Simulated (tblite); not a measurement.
Record of a relaxation.

Species: C4H9SSi (doublet state).
Atom-mapped SMILES: `[CH3:1][C:2](=[S:3])[Si:4]([CH3:5])[CH3:6]` (hydrogens: H7, H8, H9 on C1; H10, H11, H12 on C5; H13, H14, H15 on C6)
Bond orders are those of one Lewis drawing.

Computed with GFN2-xTB (tblite), gas phase: L-BFGS steps from a force-field or distance-geometry start until the largest atomic force falls under 0.01 eV/Å. 7 of its 126 geometries are shown.

Step 0: E = -489.0101 eV, largest atomic force 14.700 eV/Å
```
atom  x, y, z in Å  |  force x, y, z in eV/Å
C1      2.445   -0.060   -0.117    1.125   0.512   1.655
C2      1.132   -0.307   -0.795    1.534   4.349  12.122
S3      1.149   -0.742   -2.166   -0.265  -4.744 -13.911
Si4    -0.441   -0.089    0.092   -0.034  -0.250   0.977
C5     -1.709   -1.370   -0.286   -1.657  -1.504  -0.426
C6     -1.104    1.627    0.117   -1.480   1.544   1.071
H7      3.164   -0.882   -0.292   -0.369   0.362  -0.191
H8      2.928    0.884   -0.491   -0.474  -0.803   0.346
H9      2.334   -0.004    1.004    0.115   0.234  -0.975
H10    -2.645   -0.966   -0.745    0.698  -0.224   0.323
H11    -1.315   -2.129   -1.010   -0.376   0.497   0.792
H12    -2.029   -1.878    0.665    0.266   0.221  -1.030
H13    -2.115    1.571    0.627    0.986   0.218  -0.526
H14    -1.303    2.046   -0.889    0.387  -0.084   0.632
H15    -0.495    2.308    0.758   -0.456  -0.329  -0.859
```

Step 21: E = -490.8301 eV, largest atomic force 0.250 eV/Å
```
atom  x, y, z in Å  |  force x, y, z in eV/Å
C1      2.554    0.010   -0.080    0.035   0.059   0.065
C2      1.227   -0.264   -0.725    0.152  -0.181  -0.081
S3      1.207   -1.151   -2.177   -0.012  -0.080  -0.032
Si4    -0.489   -0.060   -0.167    0.146  -0.011  -0.048
C5     -1.813   -1.405   -0.369   -0.029  -0.029   0.006
C6     -1.189    1.661    0.197   -0.002   0.076   0.053
H7      3.227   -0.823   -0.299   -0.049   0.098   0.032
H8      3.018    0.912   -0.485   -0.094  -0.025  -0.072
H9      2.484    0.134    1.000   -0.116  -0.015  -0.016
H10    -2.731   -1.021   -0.807   -0.025   0.068  -0.010
H11    -1.462   -2.212   -1.004    0.088   0.015  -0.036
H12    -2.061   -1.840    0.597   -0.057   0.001   0.022
H13    -2.127    1.608    0.740    0.004   0.020   0.059
H14    -1.369    2.214   -0.722   -0.029  -0.053  -0.056
H15    -0.481    2.245    0.774   -0.011   0.056   0.113
```

Step 42: E = -490.9780 eV, largest atomic force 0.184 eV/Å
```
atom  x, y, z in Å  |  force x, y, z in eV/Å
C1      2.454    0.132   -0.181    0.085  -0.002   0.023
C2      1.249   -0.532   -0.776   -0.033   0.008   0.158
S3      1.441   -1.919   -1.721    0.013   0.015  -0.028
Si4    -0.447   -0.018   -0.395   -0.079  -0.015   0.026
C5     -1.832   -1.291   -0.535   -0.081  -0.034  -0.014
C6     -1.096    1.610    0.336    0.004   0.026   0.034
H7      3.281   -0.566   -0.232    0.178  -0.047  -0.006
H8      2.748    1.037   -0.711   -0.079   0.047  -0.096
H9      2.281    0.393    0.862   -0.004   0.052   0.019
H10    -2.714   -0.881   -1.015   -0.064  -0.005  -0.055
H11    -1.510   -2.165   -1.091    0.023   0.011  -0.034
H12    -2.119   -1.621    0.461   -0.060  -0.047   0.008
H13    -1.943    1.406    0.985   -0.039  -0.009   0.008
H14    -1.439    2.285   -0.445    0.039  -0.002   0.013
H15    -0.358    2.138    0.931    0.097   0.002  -0.056
```

Step 62: E = -491.0613 eV, largest atomic force 0.033 eV/Å
```
atom  x, y, z in Å  |  force x, y, z in eV/Å
C1      2.390    0.261   -0.245   -0.010  -0.025   0.004
C2      1.235   -0.649   -0.554   -0.006   0.002  -0.025
S3      1.531   -2.177   -1.206    0.000  -0.020  -0.005
Si4    -0.489   -0.146   -0.304   -0.006  -0.003   0.016
C5     -1.937   -1.299   -0.684   -0.013  -0.008   0.012
C6     -0.951    1.534    0.449   -0.008  -0.012  -0.001
H7      3.317   -0.307   -0.288    0.006   0.018   0.007
H8      2.447    1.069   -0.975    0.024   0.016  -0.016
H9      2.289    0.708    0.744    0.019  -0.002   0.008
H10    -2.712   -0.800   -1.261    0.006   0.010  -0.001
H11    -1.593   -2.160   -1.251    0.021   0.007   0.005
H12    -2.389   -1.667    0.234   -0.014  -0.003  -0.012
H13    -1.732    1.420    1.196   -0.003   0.014   0.014
H14    -1.317    2.222   -0.307   -0.022   0.000  -0.022
H15    -0.095    2.000    0.926    0.007   0.007   0.017
```

Step 83: E = -491.0636 eV, largest atomic force 0.029 eV/Å
```
atom  x, y, z in Å  |  force x, y, z in eV/Å
C1      2.400    0.251   -0.249    0.016   0.018  -0.003
C2      1.235   -0.647   -0.551   -0.001  -0.017  -0.023
S3      1.509   -2.169   -1.231    0.009   0.013   0.011
Si4    -0.486   -0.152   -0.258    0.009  -0.012   0.001
C5     -1.928   -1.297   -0.678    0.017   0.004  -0.004
C6     -0.969    1.535    0.460    0.006   0.010  -0.001
H7      3.324   -0.320   -0.291    0.000  -0.029   0.005
H8      2.468    1.054   -0.985   -0.006   0.009  -0.011
H9      2.309    0.707    0.736   -0.004   0.000   0.013
H10    -2.675   -0.788   -1.285   -0.004  -0.022   0.006
H11    -1.563   -2.156   -1.234   -0.016   0.002   0.006
H12    -2.417   -1.664    0.221   -0.012   0.003  -0.016
H13    -1.738    1.432    1.220   -0.016   0.000  -0.001
H14    -1.356    2.191   -0.317   -0.012   0.003   0.019
H15    -0.117    2.031    0.914    0.013   0.018  -0.001
```

Step 104: E = -491.0661 eV, largest atomic force 0.047 eV/Å
```
atom  x, y, z in Å  |  force x, y, z in eV/Å
C1      2.408    0.244   -0.258    0.008   0.011  -0.016
C2      1.231   -0.642   -0.549    0.003  -0.024  -0.014
S3      1.494   -2.170   -1.222   -0.002   0.009   0.003
Si4    -0.486   -0.134   -0.260    0.014  -0.029   0.012
C5     -1.919   -1.280   -0.712    0.008  -0.019  -0.015
C6     -0.979    1.531    0.504    0.003  -0.004   0.002
H7      3.318   -0.350   -0.248   -0.009  -0.006   0.020
H8      2.512    1.002   -1.037    0.007   0.021  -0.004
H9      2.300    0.755    0.698    0.004  -0.002   0.007
H10    -2.583   -0.824   -1.442   -0.007   0.010  -0.013
H11    -1.528   -2.199   -1.139    0.003  -0.001  -0.015
H12    -2.514   -1.544    0.158   -0.017   0.009   0.043
H13    -1.621    1.387    1.371    0.004   0.003  -0.007
H14    -1.529    2.133   -0.215    0.014   0.026   0.027
H15    -0.110    2.098    0.825   -0.034  -0.005  -0.029
```

Step 125: E = -491.0675 eV, largest atomic force 0.007 eV/Å
```
atom  x, y, z in Å  |  force x, y, z in eV/Å
C1      2.408    0.246   -0.248   -0.002  -0.003   0.002
C2      1.236   -0.635   -0.572    0.000   0.002  -0.001
S3      1.506   -2.140   -1.290   -0.001   0.000   0.001
Si4    -0.484   -0.142   -0.267    0.000   0.001   0.000
C5     -1.926   -1.277   -0.716    0.001  -0.001  -0.001
C6     -0.976    1.517    0.511   -0.001  -0.003   0.004
H7      3.308   -0.360   -0.175   -0.001   0.001   0.001
H8      2.564    0.981   -1.040    0.001  -0.003   0.001
H9      2.262    0.783    0.688    0.000   0.003  -0.003
H10    -2.544   -0.845   -1.499   -0.004   0.000   0.005
H11    -1.548   -2.229   -1.076    0.005  -0.002  -0.004
H12    -2.565   -1.471    0.144   -0.001   0.002  -0.002
H13    -1.525    1.367    1.437    0.000  -0.001   0.000
H14    -1.615    2.087   -0.160    0.001   0.001  -0.001
H15    -0.106    2.127    0.737    0.000   0.002  -0.003
```

Task: Summarise the path.

Result: The energy falls by 47.44 kcal/mol from step 0 to step 125; nine tenths of that is first reached at step 26. It rises by more than 0.2 meV at steps 32 and 106. The largest force goes from 14.700 to 0.007 eV/Å. Among the bonds C2=S3 changes most, from 1.438 to 1.689 Å; the atoms move by 0.748 Å rms after alignment.

Task: Follow the three bonds and two angles with the largest change from start to end.

Result: 
| step | E above end (kcal/mol) | largest force (eV/Å) | C2=S3 (Å) | Si4–C6 (Å) | Si4–C5 (Å) | C2–Si4–C6 (°) | C2–Si4–C5 (°) |
| --- | --- | --- | --- | --- | --- | --- | --- |
| 0 | 47.44 | 14.700 | 1.438 | 1.840 | 1.842 | 115.5 | 114.3 |
| 5 | 8.44 | 0.397 | 1.683 | 1.889 | 1.887 | 116.5 | 118.9 |
| 11 | 6.84 | 0.209 | 1.689 | 1.897 | 1.898 | 118.0 | 121.0 |
| 16 | 6.16 | 0.244 | 1.694 | 1.911 | 1.913 | 118.4 | 122.7 |
| 22 | 5.36 | 0.247 | 1.703 | 1.895 | 1.900 | 121.5 | 123.1 |
| 27 | 4.37 | 0.398 | 1.704 | 1.901 | 1.899 | 127.7 | 120.0 |
| 33 | 3.19 | 0.181 | 1.692 | 1.910 | 1.896 | 131.7 | 117.7 |
| 38 | 2.54 | 0.203 | 1.697 | 1.905 | 1.892 | 130.5 | 118.3 |
| 43 | 1.99 | 0.218 | 1.696 | 1.900 | 1.887 | 129.8 | 118.8 |
| 49 | 0.79 | 0.197 | 1.686 | 1.891 | 1.889 | 124.5 | 121.8 |
| 54 | 0.33 | 0.130 | 1.687 | 1.896 | 1.890 | 123.3 | 121.6 |
| 60 | 0.16 | 0.053 | 1.686 | 1.899 | 1.889 | 122.0 | 122.2 |
| 65 | 0.12 | 0.045 | 1.689 | 1.897 | 1.890 | 122.4 | 121.9 |
| 71 | 0.11 | 0.015 | 1.688 | 1.898 | 1.889 | 122.5 | 121.8 |
| 76 | 0.10 | 0.014 | 1.689 | 1.898 | 1.890 | 122.7 | 121.6 |
| 82 | 0.09 | 0.028 | 1.689 | 1.896 | 1.889 | 122.9 | 121.6 |
| 87 | 0.08 | 0.031 | 1.689 | 1.898 | 1.888 | 123.7 | 121.3 |
| 92 | 0.07 | 0.015 | 1.689 | 1.897 | 1.889 | 123.9 | 121.2 |
| 98 | 0.06 | 0.013 | 1.689 | 1.898 | 1.890 | 123.9 | 121.2 |
| 103 | 0.05 | 0.046 | 1.690 | 1.897 | 1.889 | 124.0 | 120.8 |
| 109 | 0.01 | 0.013 | 1.689 | 1.898 | 1.889 | 123.6 | 120.5 |
| 114 | 0.01 | 0.016 | 1.689 | 1.898 | 1.889 | 123.4 | 120.6 |
| 120 | 0.01 | 0.018 | 1.689 | 1.897 | 1.890 | 123.3 | 121.0 |
| 125 | 0.00 | 0.007 | 1.689 | 1.898 | 1.889 | 123.5 | 121.4 |

The cost below is that of the whole relaxation. The run took 0.87 s on one thread, Arm Neoverse V1 (aarch64), shared host with 32 logical CPUs at a one-minute load of 12.
